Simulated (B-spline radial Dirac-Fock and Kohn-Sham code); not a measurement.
# Ta: input and output of one calculation

ΔSCF core binding energies without Breit or QED terms, calculated with an atomic code on a B-spline grid. Keys: rel is the Hamiltonian (dirac, or spin-free x2c and nr, where L3 and M5 stand for the whole 2p and 3d shells), method is hf or an exchange,correlation pair (spin-unpolarised, also for the hole states), nuc the nuclear model, radius_factor scales its radius, rmax is the box in bohr, h the logarithmic mesh step, order the B-spline order, points the quadrature points per cell, c_factor scales the speed of light, and damp, ndamp, maxit and tol steer the iteration. The run stops when the commutator error falls below 10·tol·max(1, Z/10), or the numerical noise floor, and the energy has settled to about 1e-8 Ha; the virial ratio is −V/T.

Input (task.json):

```json
{"items": [{"Z": 73, "q": 0, "cfg": [[1, 0, 2], [2, 0, 2], [2, 1, 6], [3, 0, 2], [3, 1, 6], [3, 2, 10], [4, 0, 2], [4, 1, 6], [4, 2, 10], [4, 3, 14], [5, 0, 2], [5, 1, 6], [5, 2, 3], [6, 0, 2]], "A": 181, "rrms": 5.3507, "do": "settings", "holes": ["K", "L3", "M5"],
  "settings": [{"rel": "dirac", "method": "hf", "nuc": "fermi", "radius_factor": 1.0, "rmax": 45.0, "h": 0.3, "order": 3, "points": 10, "c_factor": 1.0, "maxit": 50, "damp": 0.5, "ndamp": 3, "tol": 1e-08}]}]}
```

Command: `python xray2_run.py task.json out`

Ground-state iterations:

```
iter   energy (Ha)        error
   1   -15613.21168658  2.19e+00
   2   -15613.31633831  2.61e-01
   3   -15614.42011447  7.15e-02
   4   -15614.46710255  8.01e-03
   5   -15614.46708715  1.08e-02
   6   -15614.46844553  8.51e-04
   7   -15614.46845448  1.32e-04
   8   -15614.46845528  1.00e-04
   9   -15614.46845549  9.08e-06
  10   -15614.46845550  2.26e-06
  11   -15614.46845550  4.90e-07
```

The ground state converged in 11 iterations, with total energy -15614.46846 Ha, virial ratio 1.89138 and highest orbital energy -6.87 eV. ΔSCF binding energies: K (1s) 67749.0 eV, L3 (2p3/2) 9914.4 eV, M5 (3d5/2) 1744.6 eV.

Problem. One setting is unsound. Which, and why?

Solution. order is too low for an accurate radial basis. With the default settings (Dirac Hartree-Fock): The ground state converged in 11 iterations, with total energy -15616.57817 Ha, virial ratio 1.89139 and highest orbital energy -6.91 eV. ΔSCF binding energies: K (1s) 67750.5 eV, L3 (2p3/2) 9913.4 eV, M5 (3d5/2) 1743.5 eV.
